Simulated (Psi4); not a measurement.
C3H6OSi, singlet, geometry from GFN2-xTB; CAM-B3LYP/6-311G** run with Psi4 1.11.

Psi4 was given this input:
```
memory 2 GB

molecule {
0 1
Si    0.11993560    0.84410626    0.41292709
C     1.46978590   -0.41312590    0.18884587
C     2.32088146   -1.24696148    0.02688284
O    -1.17949335    0.49378205   -0.49484053
C    -1.96477759   -0.65581273   -0.51688794
H     0.46512908    2.13421343   -0.16291964
H    -0.19633941    0.84370045    1.84769138
H     3.07372327   -1.96971418   -0.11139192
H    -2.71639756   -0.53750508   -1.29890740
H    -2.46735406   -0.80439186    0.44277831
H    -1.35725165   -1.53864626   -0.73255039
}

set {
  basis 6-311g**
}

energy('cam-b3lyp')
print_variables()
```

Question: What does Psi4 print? Leave out banner, timings and long lists.

Answer: 
```
   => Loading Basis Set <=

    Name: 6-311G**
    Role: ORBITAL
    Keyword: BASIS

         ---------------------------------------------------------
                                   SCF
               by Justin Turney, Rob Parrish, Andy Simmonett
                          and Daniel G. A. Smith
                              RKS Reference
         ---------------------------------------------------------

  ==> Geometry <==

    Molecular point group: c1
    Full point group: C1

    Geometry (in Angstrom), charge = 0, multiplicity = 1:

       Center              X                  Y                   Z               Mass
    ------------   -----------------  -----------------  -----------------  -----------------
         SI           0.083005382628     0.822765520879     0.412832125946    27.976926534650
         C            1.432855682628    -0.434466639121     0.188750905946    12.000000000000
         C            2.283951242628    -1.268302219121     0.026787875946    12.000000000000
         O           -1.216423567372     0.472441310879    -0.494935494054    15.994914619570
         C           -2.001707807372    -0.677153469121    -0.516982904054    12.000000000000
         H            0.428198862628     2.112872690879    -0.163014604054     1.007825032230
         H           -0.233269627372     0.822359710879     1.847596415946     1.007825032230
         H            3.036793052628    -1.991054919121    -0.111486884054     1.007825032230
         H           -2.753327777372    -0.558845819121    -1.299002364054     1.007825032230
         H           -2.504284277372    -0.825732599121     0.442683345946     1.007825032230
         H           -1.394181867372    -1.559986999121    -0.732645354054     1.007825032230

  Running in c1 symmetry.

  Rotational constants: A =      0.24647  B =      0.08261  C =      0.06541 [cm^-1]
  Rotational constants: A =   7388.90173  B =   2476.56631  C =   1960.99845 [MHz]
  Nuclear repulsion =  206.382138913122674

  Charge       = 0
  Multiplicity = 1
  Electrons    = 46
  Nalpha       = 23
  Nbeta        = 23

  ==> Algorithm <==

  SCF Algorithm Type is DF.
  DIIS enabled.
  MOM disabled.
  Fractional occupation disabled.
  Guess Type is SAD.
  Energy threshold   = 1.00e-06
  Density threshold  = 1.00e-06
  Integral threshold = 1.00e-12

  ==> Primary Basis <==

  Basis Set: 6-311G**
    Blend: 6-311G**
    Number of shells: 68
    Number of basis functions: 134
    Number of Cartesian functions: 139
    Spherical Harmonics?: true
    Max angular momentum: 2

  ==> DFT Potential <==

   => LibXC <=

    Version 7.1.2
    S. Lehtola, C. Steigemann, M. J. T. Oliveira, and M. A. L. Marques,  SoftwareX 7, 1–5 (2018) (10.1016/j.softx.2017.11.002)

   => Composite Functional: CAM-B3LYP <=

    CAM-B3LYP Hyb-GGA Exchange-Correlation Functional

    T. Yanai, D. P. Tew, and N. C. Handy,  Chem. Phys. Lett. 393, 51 (2004) (10.1016/j.cplett.2004.06.011)

    Deriv               =              1
    GGA                 =           TRUE
    Meta                =          FALSE

    Exchange Hybrid     =           TRUE
    MP2 Hybrid          =          FALSE

   => Exchange Functionals <=

    0.3500         Becke 88 [omega = 0.3300]
    0.4600   Short-range recipe for B88 functional - erf [omega = 0.3300]

   => Exact (HF) Exchange <=

    0.4600            HF,LR [omega = 0.3300]
    0.1900               HF

   => Correlation Functionals <=

    0.1900   Vosko, Wilk & Nusair (VWN5)
    0.8100   Lee, Yang & Parr

   => LibXC Density Thresholds  <==

    XC_HYB_GGA_XC_CAM_B3LYP:  1.00E-14

   => Molecular Quadrature <=

    Radial Scheme          =       TREUTLER
    Pruning Scheme         =           NONE
    Nuclear Scheme         =       TREUTLER

    Blocking Scheme        =         OCTREE
    BS radius alpha        =              1
    Pruning alpha          =              1
    Radial Points          =             75
    Spherical Points       =            302
    Total Points           =         237620
    Total Blocks           =           1808
    Max Points             =            256
    Max Functions          =            128
    Weights Tolerance      =       1.00E-15

   => Loading Basis Set <=

    Name: (6-311G** AUX)
    Role: JKFIT
    Keyword: DF_BASIS_SCF

  ==> Integral Setup <==

  SCF_SUBTYPE=INCORE selected. In-core MEM_DF algorithm will be used.
  Using in-core AOs.

  ==> MemDFJK: Density-Fitted J/K Matrices <==

    J tasked:                   Yes
    K tasked:                   Yes
    wK tasked:                  Yes
    Omega:                3.300E-01
    Algorithm:                 Core
    Schwarz Cutoff:           1E-12
    Mask sparsity (%):       6.7832
    Fitting Condition:        1E-10

   => Auxiliary Basis Set <=

  Basis Set: (6-311G** AUX)
    Blend: CC-PVTZ-JKFIT
    Number of shells: 197
    Number of basis functions: 617
    Number of Cartesian functions: 739
    Spherical Harmonics?: true
    Max angular momentum: 4

  Minimum eigenvalue in the overlap matrix is 3.3163384759E-04.
  Reciprocal condition number of the overlap matrix is 5.5616843212E-05.
    Using symmetric orthogonalization.

  ==> Pre-Iterations <==

  SCF Guess: Superposition of Atomic Densities via on-the-fly atomic UHF (no occupation information).

   -------------------------
    Irrep   Nso     Nmo
   -------------------------
     A        134     134
   -------------------------
    Total     134     134
   -------------------------

  ==> Iterations <==

                           Total Energy        Delta E     RMS |[F,P]|

   @DF-RKS iter SAD:  -481.57015792485072   -4.81570e+02   0.00000e+00
   @DF-RKS iter   1:  -482.31766366753430   -7.47506e-01   5.83779e-03 DIIS/ADIIS
   @DF-RKS iter   2:  -482.32986042876018   -1.21968e-02   5.85531e-03 DIIS/ADIIS
   @DF-RKS iter   3:  -482.56711597918036   -2.37256e-01   1.16467e-03 DIIS/ADIIS
   @DF-RKS iter   4:  -482.57494186272805   -7.82588e-03   2.04386e-04 DIIS/ADIIS
   @DF-RKS iter   5:  -482.57524163595713   -2.99773e-04   8.09716e-05 DIIS
   @DF-RKS iter   6:  -482.57527977368215   -3.81377e-05   4.02989e-05 DIIS
   @DF-RKS iter   7:  -482.57529343754686   -1.36639e-05   7.25804e-06 DIIS
   @DF-RKS iter   8:  -482.57529387734769   -4.39801e-07   1.46761e-06 DIIS
   @DF-RKS iter   9:  -482.57529390112205   -2.37744e-08   4.61252e-07 DIIS
  Energy and wave function converged.

  ==> Post-Iterations <==

   Electrons on quadrature grid:
      Ntotal   =   46.0000067916 ; deviation = 6.792e-06

    Orbital Energies [Eh]
    ---------------------

    Doubly Occupied:

[...]
    Virtual:

[...]
    Final Occupation by Irrep:
              A
    DOCC [    23 ]
    NA   [    23 ]
    NB   [    23 ]

  @DF-RKS Final Energy:  -482.57529390112205

   => Energetics <=

    Nuclear Repulsion Energy =            206.3821389131226738
    One-Electron Energy =               -1072.2251397150698722
    Two-Electron Energy =                 418.8492969141449862
    DFT Exchange-Correlation Energy =     -35.5815900133197971
    Empirical Dispersion Energy =           0.0000000000000000
    VV10 Nonlocal Energy =                  0.0000000000000000
    Total Energy =                       -482.5752939011220519

Computation Completed

Properties will be evaluated at   0.000000,   0.000000,   0.000000 [a0]

Properties computed using the SCF density matrix

 Multipole Moments:

 ------------------------------------------------------------------------------------
     Multipole            Electronic (a.u.)      Nuclear  (a.u.)        Total (a.u.)
 ------------------------------------------------------------------------------------

 L = 1.  Multiply by 2.5417464519 to convert [e a0] to [Debye]
 Dipole X            :          3.2105672           -3.2102481            0.0003191
 Dipole Y            :          1.3232582           -1.8550952           -0.5318371
 Dipole Z            :          0.1600778           -0.0082550            0.1518228
 Magnitude           :                                                    0.5530831

 ------------------------------------------------------------------------------------

  Variable Map:
  ----------------------------------------------------------------------------
[...]
  Array Variable Map:
  ----------------------------------------------------------------------------
[...]
[...]
```
